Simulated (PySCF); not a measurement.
Record of a relaxation.

C3H7AlPb.
SMILES with atom numbers: `[CH3:1][PbH2:2][C:3]#[C:4][AlH2:5]` (hydrogens: H6, H7, H8 on C1; H9, H10 on Pb2; H11, H12 on Al5)

Method: PySCF 2.14.0, PBE0-D3(BJ)/def2-SVP geometry optimisation, gas phase, def2 core potentials past Kr; density fitting, grid level 1; the optimiser is geomeTRIC in internal coordinates, started from a GFN2-xTB structure with every atom displaced at random (about 0.01 Å). The frame can shift and turn from step to step; on so coarse a grid that alone can change the energy by a few meV, and forces under 0.02 eV/Å are noise.

Step 0: E = -15054.9330 eV, largest atomic force 3.455 eV/Å
```
atom  x, y, z in Å  |  force x, y, z in eV/Å
C1     -2.622    0.335    0.809    0.412   0.314  -0.884
Pb2    -1.156   -1.235    0.155   -0.485   0.083   0.414
C3      0.771   -0.324   -0.220    3.102   1.436  -0.506
C4      1.909    0.197   -0.420   -2.838  -1.278   0.413
Al5     3.609    0.988   -0.792   -0.211  -0.065   0.426
H6     -2.129    1.106    1.394    0.338   0.153   0.281
H7     -3.406   -0.117    1.392   -0.540  -0.445   0.406
H8     -3.054    0.824   -0.080    0.056  -0.202   0.054
H9     -0.939   -2.455    1.404    0.081   0.037   0.049
H10    -1.654   -2.023   -1.311   -0.057  -0.067  -0.297
H11     4.516    1.556    0.346    0.072   0.083   0.411
H12     4.193    1.119   -2.209    0.069  -0.049  -0.767
```

Step 1: E = -15055.0618 eV, largest atomic force 0.338 eV/Å
```
atom  x, y, z in Å  |  force x, y, z in eV/Å
C1     -2.526    0.347    0.790   -0.026   0.050  -0.124
Pb2    -1.158   -1.299    0.166   -0.191  -0.040   0.130
C3      0.788   -0.393   -0.209    0.235   0.225  -0.091
C4      1.837    0.214   -0.440   -0.171  -0.205   0.027
Al5     3.520    1.048   -0.782    0.051   0.044   0.088
H6     -1.970    1.090    1.371    0.116  -0.023   0.094
H7     -3.343   -0.070    1.392   -0.003  -0.030   0.002
H8     -2.930    0.834   -0.107   -0.017  -0.064  -0.025
H9     -0.964   -2.515    1.427    0.065   0.052   0.012
H10    -1.678   -2.085   -1.316    0.024   0.031  -0.069
H11     4.372    1.616    0.428   -0.027  -0.002   0.058
H12     4.092    1.184   -2.250   -0.056  -0.038  -0.103
```

Step 2: E = -15055.0701 eV, largest atomic force 0.140 eV/Å
```
atom  x, y, z in Å  |  force x, y, z in eV/Å
C1     -2.522    0.347    0.786   -0.044   0.114  -0.014
Pb2    -1.166   -1.294    0.169   -0.039  -0.134  -0.005
C3      0.782   -0.385   -0.212   -0.114   0.024  -0.012
C4      1.833    0.213   -0.440    0.116  -0.032  -0.024
Al5     3.516    1.044   -0.776    0.061   0.053   0.033
H6     -1.950    1.078    1.371    0.009  -0.037   0.013
H7     -3.337   -0.071    1.390   -0.001   0.006  -0.001
H8     -2.926    0.829   -0.114   -0.002  -0.016   0.011
H9     -0.948   -2.498    1.433    0.046   0.021   0.015
H10    -1.675   -2.074   -1.326    0.031   0.033  -0.008
H11     4.359    1.614    0.443   -0.020  -0.007   0.012
H12     4.073    1.170   -2.256   -0.041  -0.025  -0.022
```

Step 3: E = -15055.0741 eV, largest atomic force 0.121 eV/Å
```
atom  x, y, z in Å  |  force x, y, z in eV/Å
C1     -2.527    0.352    0.784    0.023  -0.003   0.029
Pb2    -1.170   -1.298    0.167   -0.018  -0.039  -0.014
C3      0.776   -0.380   -0.218   -0.119   0.019  -0.002
C4      1.833    0.209   -0.441    0.100  -0.023   0.005
Al5     3.517    1.041   -0.769    0.026   0.032  -0.021
H6     -1.943    1.070    1.375   -0.029  -0.017  -0.027
H7     -3.343   -0.065    1.390    0.000   0.008  -0.003
H8     -2.932    0.834   -0.114    0.015   0.015   0.005
H9     -0.919   -2.489    1.436    0.012   0.009   0.007
H10    -1.661   -2.068   -1.338    0.007   0.010   0.007
H11     4.353    1.613    0.454   -0.010  -0.006  -0.013
H12     4.055    1.152   -2.259   -0.008  -0.005   0.027
```

Step 4: E = -15055.0750 eV, largest atomic force 0.065 eV/Å
```
atom  x, y, z in Å  |  force x, y, z in eV/Å
C1     -2.527    0.352    0.784    0.004  -0.026   0.020
Pb2    -1.174   -1.299    0.166    0.011  -0.022  -0.010
C3      0.770   -0.377   -0.222   -0.021   0.059  -0.019
C4      1.833    0.205   -0.442    0.018  -0.054   0.023
Al5     3.518    1.039   -0.767   -0.015   0.005  -0.015
H6     -1.939    1.066    1.374   -0.011   0.009  -0.007
H7     -3.344   -0.061    1.390   -0.004   0.008  -0.005
H8     -2.928    0.838   -0.114    0.009   0.017   0.001
H9     -0.909   -2.484    1.438    0.001   0.002   0.002
H10    -1.659   -2.066   -1.341   -0.003  -0.003   0.003
H11     4.348    1.613    0.457    0.003   0.003  -0.006
H12     4.052    1.145   -2.257    0.008   0.003   0.013
```

Step 5: E = -15055.0756 eV, largest atomic force 0.047 eV/Å
```
atom  x, y, z in Å  |  force x, y, z in eV/Å
C1     -2.527    0.353    0.785   -0.002  -0.029   0.000
Pb2    -1.178   -1.302    0.164    0.020   0.011   0.000
C3      0.764   -0.373   -0.227   -0.004   0.044  -0.017
C4      1.833    0.200   -0.443    0.008  -0.040   0.019
Al5     3.518    1.037   -0.765   -0.036  -0.011  -0.003
H6     -1.938    1.064    1.376    0.008   0.013   0.010
H7     -3.347   -0.056    1.389   -0.006   0.001  -0.006
H8     -2.923    0.844   -0.113    0.002   0.008  -0.004
H9     -0.901   -2.479    1.440   -0.005  -0.004  -0.002
H10    -1.660   -2.068   -1.343   -0.009  -0.008   0.005
H11     4.343    1.614    0.459    0.008   0.007   0.001
H12     4.055    1.139   -2.253    0.015   0.006  -0.004
```

Step 6: E = -15055.0762 eV, largest atomic force 0.040 eV/Å
```
atom  x, y, z in Å  |  force x, y, z in eV/Å
C1     -2.526    0.353    0.786   -0.007  -0.003  -0.011
Pb2    -1.180   -1.302    0.162    0.021   0.023   0.010
C3      0.758   -0.368   -0.232    0.024   0.028  -0.015
C4      1.834    0.193   -0.444   -0.013  -0.028   0.013
Al5     3.518    1.033   -0.765   -0.029  -0.012   0.004
H6     -1.937    1.061    1.381    0.010   0.003   0.017
H7     -3.352   -0.052    1.384   -0.005  -0.004  -0.006
H8     -2.916    0.851   -0.111   -0.002  -0.002  -0.003
H9     -0.896   -2.475    1.440   -0.006  -0.006  -0.004
H10    -1.664   -2.071   -1.343   -0.010  -0.011   0.001
H11     4.338    1.618    0.460    0.006   0.007   0.003
H12     4.063    1.132   -2.250    0.012   0.003  -0.011
```

Step 7: E = -15055.0765 eV, largest atomic force 0.028 eV/Å
```
atom  x, y, z in Å  |  force x, y, z in eV/Å
C1     -2.527    0.354    0.787   -0.005   0.014  -0.011
Pb2    -1.181   -1.300    0.162    0.012   0.024   0.008
C3      0.756   -0.364   -0.236    0.012  -0.001  -0.005
C4      1.837    0.187   -0.445   -0.008  -0.006   0.001
Al5     3.519    1.028   -0.766   -0.007  -0.004   0.006
H6     -1.940    1.058    1.389    0.005  -0.006   0.014
H7     -3.358   -0.051    1.378   -0.003  -0.007  -0.005
H8     -2.910    0.859   -0.110   -0.001  -0.006  -0.001
H9     -0.896   -2.472    1.440   -0.002  -0.005  -0.004
H10    -1.669   -2.072   -1.340   -0.007  -0.007   0.002
H11     4.336    1.622    0.458    0.000   0.004   0.002
H12     4.072    1.124   -2.248    0.003  -0.001  -0.007
```

Step 8: E = -15055.0767 eV, largest atomic force under 0.02 eV/Å
```
atom  x, y, z in Å  |  force x, y, z in eV/Å
C1     -2.529    0.356    0.788   -0.001   0.018  -0.004
Pb2    -1.181   -1.296    0.162    0.000   0.013   0.004
C3      0.756   -0.362   -0.238    0.005  -0.018   0.002
C4      1.842    0.180   -0.445   -0.004   0.009  -0.007
Al5     3.522    1.024   -0.767    0.012   0.004   0.003
H6     -1.945    1.055    1.400   -0.003  -0.009   0.007
H7     -3.365   -0.052    1.369   -0.001  -0.006  -0.004
H8     -2.904    0.867   -0.109    0.002  -0.003   0.001
H9     -0.897   -2.470    1.440    0.002  -0.001  -0.001
H10    -1.673   -2.072   -1.337   -0.004  -0.002   0.001
H11     4.335    1.627    0.454   -0.005   0.000   0.001
H12     4.080    1.115   -2.249   -0.005  -0.005  -0.002
```

**Question.** Summarise the path.

**Answer.** The energy falls by 3.31 kcal/mol from step 0 to step 8; nine tenths of that is first reached at step 2. It falls at every step. The largest force goes from 3.455 to under 0.02 eV/Å. Among the bonds Al5–H12 changes most, from 1.539 to 1.586 Å; the atoms move by 0.118 Å rms after alignment.

The cost below is that of the whole optimisation. Time: 33 s wall; peak memory 0.50 GiB. Hardware: one thread, AMD EPYC 9R45 (x86_64) (shared host).
